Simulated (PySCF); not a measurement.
**¹⁷O chemical shifts**

Equivalent nuclei averaged, single conformer, isolated molecule, no relativistic terms. GFN2-xTB structure; PBE0/pcSseg-1 with gauge-including orbitals; PySCF.

Shieldings were converted by a linear fit to measured shifts: ¹⁷O: δ = 266.70 − 0.911σ (rms 10.7 ppm, 155 shifts, 12.2 ppm with the 3 outliers that the fit left out vs liquid water, solution or neat liquid). A few per cent of atoms miss by over 2 rms, more outside the fitted compound classes.

Problem. Give the ¹⁷O shifts of `O=S(=O)(Cl)c1sccc1F`, `COCCCC([SiH3])[SiH3]`, `C/N=C\[C@@H]1CC(=O)[SiH2]C1=O`, `COc1ccc(C(=O)F)cc1`, `C[SiH2]c1ccc(C#N)o1`.

Solution. 
```csv
compound,environment,δ (ppm)
O=S(=O)(Cl)c1sccc1F,S=O oxygen (×2),242.2
COCCCC([SiH3])[SiH3],ether oxygen,-14.9
[CH3:1]/[N:2]=[CH:3]\[C@@H:4]1[CH2:5][C:6](=[O:7])[SiH2:8][C:9]1=[O:10],O10: carbonyl oxygen,766.4
[CH3:1]/[N:2]=[CH:3]\[C@@H:4]1[CH2:5][C:6](=[O:7])[SiH2:8][C:9]1=[O:10],O7: carbonyl oxygen,758.0
[CH3:1][O:2][c:3]1[cH:4][cH:5][c:6]([C:7](=[O:8])[F:9])[cH:10][cH:11]1,O8: carbonyl oxygen,340.8
[CH3:1][O:2][c:3]1[cH:4][cH:5][c:6]([C:7](=[O:8])[F:9])[cH:10][cH:11]1,O2: ether oxygen,72.4
C[SiH2]c1ccc(C#N)o1,aromatic ring oxygen,260.3
```
